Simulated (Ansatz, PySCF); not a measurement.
Noncovalent pair: HF (SMILES F) (first 2 atoms) with CHN (SMILES C#N); geometry from B3LYP-D3(BJ)/def2-TZVP.
(charge 0, multiplicity 1):
```xyz
5

F     -0.04811    -0.99302    -0.13730
H      0.03748    -0.48045     0.64395
C      0.31093     1.14181     3.10604
N      0.20451     0.51457     2.15694
H      0.41039     1.72780     3.99264
```

Counterpoise-corrected where a basis set is named; no monomer relaxation. Rows marked so take none.

Frozen-core correlation. Rows in 6-31G* carry no dispersion term and start afresh at each structure (6-31G* with six Cartesian d functions).

Codes used: Ansatz (a first-principles code); PySCF for 6-31G* rows, the dispersion terms. Values without a source in brackets are computed.

```tsv
level	interaction energy (kcal/mol)
PBE/def2-TZVPPD	-8.02
PBE-D3(BJ)/def2-TZVPPD	-8.42
revPBE-D4/def2-TZVPPD	?
r2SCAN-D3(BJ)/def2-TZVPPD	-7.94
B3LYP/def2-TZVPPD	-7.55
B3LYP-D3(BJ)/def2-TZVPPD	-8.19
PBE0-D4/def2-TZVPPD	-8.26
M06-2X/6-31G* (no counterpoise)	-7.48
CCSD(T)/aug-cc-pVTZ	-7.49
```

Question: Complete the blanks.

Answer: 
- revPBE-D4/def2-TZVPPD, interaction energy (kcal/mol): -7.29
